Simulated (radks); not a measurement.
Initial-state core-level shifts of the titanium ion Ti+ when its valence configuration changes from [Ar] 3d2 4s1. Calculated with a radial shooting solver on a logarithmic mesh with Libxc functionals: scalar-relativistic Kohn-Sham, BLYP, spin-polarised, spherical densities, finite nucleus; open shells are filled with parallel spins first; Fermi nuclear charge, rms radius 3.5921 fm. Shifts are changes of the shell-averaged eigenvalues in eV (positive: less bound); the change of the density at the nucleus, which sets a Mossbauer isomer shift, is in e/bohr^3, on a base of 8547.

valence               1s       2s       2p       3s  density at nucleus
3d2 4p1           -1.213   -1.171   -1.170   -1.199             -4.5832
3d1.5 4s1.5       -2.851   -3.287   -3.247   -2.796             +3.2781
3d1 4s1 4p1       -7.073   -8.038   -7.947   -6.848             +2.3719
4s2 4p1          -14.463  -16.662  -16.468  -13.546            +11.6464
3d3               +4.466   +5.187   +5.119   +4.564             -5.5183
3d1.5 4s1 4p0.5   -3.379   -3.821   -3.779   -3.317             +1.0793
3d1 4s2           -6.041   -6.992   -6.907   -5.834             +7.2250
3d1.5 4s0.5 4p1   -3.982   -4.412   -4.368   -3.910             -1.3698
3d1 4p2           -8.239   -9.192   -9.097   -7.989             -2.9795
